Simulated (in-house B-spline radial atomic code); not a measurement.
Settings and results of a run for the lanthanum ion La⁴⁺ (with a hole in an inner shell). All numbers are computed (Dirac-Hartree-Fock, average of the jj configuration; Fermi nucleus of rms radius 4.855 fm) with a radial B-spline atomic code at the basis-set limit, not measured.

In the input, a minus or plus after the letter marks the j = l - 1/2 or j = l + 1/2 subshell.

Command:
```bash
python run_scf.py task.json out
```
Settings (nuclear radius in fm, mass in u):
```
Z                57
configuration    1s2 2s2 2p6 3s2 3p6 3d10 4s2 4p6 4d10 5s2 5p-2 5p+3
hamiltonian      dirac
method           hf
spin_polarised   False
nucleus          fermi
rms_radius       4.855
atomic_mass      138.90636
speed_of_light   137.035999084
```

Output (hartree, bohr):
```
 radial grid: 69 intervals, B-splines of order 8, outer radius 30.8511 bohr

 iter        energy (Eh)    residual
    1       -8477.963452    6.83e-01
    2       -8488.070146    3.70e-01
    3       -8490.423783    1.02e-01
    4       -8490.621913    3.05e-02
    5       -8490.639567    1.18e-02
    6       -8490.642559    8.24e-04
    7       -8490.642572    2.94e-04
    8       -8490.642573    2.10e-05
    9       -8490.642573    6.88e-07
   10       -8490.642573    6.83e-08

 total energy                     -8490.64257
 kinetic                            9085.9336
 electron-nucleus                 -20586.1005
 electron-electron                  3009.5244

 first-order corrections (not in the total)
   Gaunt                             7.7749
   retardation                      -0.8088
   frequency dependence             -0.0861
   self-energy                       5.3309
   Uehling                          -0.7739
   Wichmann-Kroll                    0.0201
   recoil                            0.0222

 orbital      occ     eigenvalue          <r>       <r^2>       <1/r>       <r^4>     <1/r^3>       r_max    small
 1s1/2      2.000     -1440.2926    0.0250633 0.000853486     62.0124 1.91973e-06           -     0.01608  4.44e-02
 2s1/2      2.000      -234.3666     0.106859   0.0135348     14.6102 0.000317322           -     0.09098  9.65e-03
 2p1/2      2.000      -220.5204    0.0900036  0.00998302     14.5522 0.000201901           -     0.06958  9.64e-03
 2p3/2      4.000      -205.2845    0.0960604   0.0112422      13.241 0.000249407     6664.61     0.07471  9.08e-03
 3s1/2      2.000       -52.9075     0.283551   0.0920014     5.27956   0.0128467           -      0.2598  2.96e-03
 3p1/2      2.000       -47.0394     0.273836   0.0871318     5.18116   0.0120694           -       0.247  2.89e-03
 3p3/2      4.000       -43.9947     0.285583   0.0945725     4.85813    0.014153     1345.39       0.258  2.74e-03
 3d3/2      4.000       -33.8424     0.256929   0.0778594     4.70782   0.0109206     218.261      0.2082  2.60e-03
 3d5/2      6.000       -33.2003      0.26063   0.0799779     4.62536    0.011472     199.457      0.2113  2.56e-03
 4s1/2      2.000       -12.4969      0.65329    0.480744      2.1589    0.334703           -      0.6076  8.80e-04
 4p1/2      2.000       -10.2506     0.674303    0.516062      2.0543    0.396427           -      0.6189  8.16e-04
 4p3/2      4.000        -9.5915     0.700412    0.556833     1.95272     0.46274     277.988      0.6421  7.71e-04
 4d3/2      4.000        -5.8294     0.760857    0.669452     1.73209    0.724084     37.1746      0.6675  6.30e-04
 4d5/2      6.000        -5.7124      0.76984    0.684932     1.70685    0.756406     33.6937      0.6755  6.17e-04
 5s1/2      2.000        -3.0723      1.53306     2.62317    0.857336     9.83157           -       1.402  1.97e-04
 5p1/2      2.000        -2.3764      1.67842     3.15554    0.776428      14.458           -       1.517  1.67e-04
 5p3/2      3.000        -2.2757      1.73662     3.37687    0.746739     16.5165     43.9564       1.573  1.59e-04
```

Run time, properties included: 1 s on 1 thread of Intel(R) Xeon(R) Platinum 8488C, on a shared host.

For the Dirac Hamiltonian the kinetic term is c α·p + (β - 1)c².
